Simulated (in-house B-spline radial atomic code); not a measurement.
Values are calculated unless marked as measured or tabulated.
# Extrapolating the RPA correlation energy in partial waves: the strontium ion Sr⁵⁺

All-electron RPA on Hartree-Fock orbitals from a B-spline radial code for spherical atoms, scalar-relativistic (spin-free one-electron X2C), finite nucleus, configuration [Ar] 3d10 4s2 4p3, highest spin. With empty states up to angular momentum L the sums are:

```
L  E_c(L) (hartree)
4         -2.009397
5         -2.140814
6         -2.205415
```

For large l each further wave adds A/(l + 1/2)⁴, because the basis must build the cusp where two electrons meet.

**Question.** Estimate the limit from L = 5 and L = 6.

**Answer.** Wave 6 adds -0.064601, against a sum of (l + 1/2)⁻⁴ of 5.60204e-04, so A = -115.32. The sum over l > 6 is ζ(4, 7.5) = 9.6207e-04, close to 1/(3 × 7³) = 9.7182e-04. The tail is -0.110943 and the limit -2.31636 hartree.

**Question.** How good is the estimate?

**Answer.** A run to L = 11 sums to -2.28191 and extrapolates to -2.29773 hartree, 1.12 millihartree from the run before, so it has not settled and is itself too deep. The estimate differs from that by -18.63 millihartree, while the bare sum at L = 6 misses 92.3 millihartree (4.0 %).
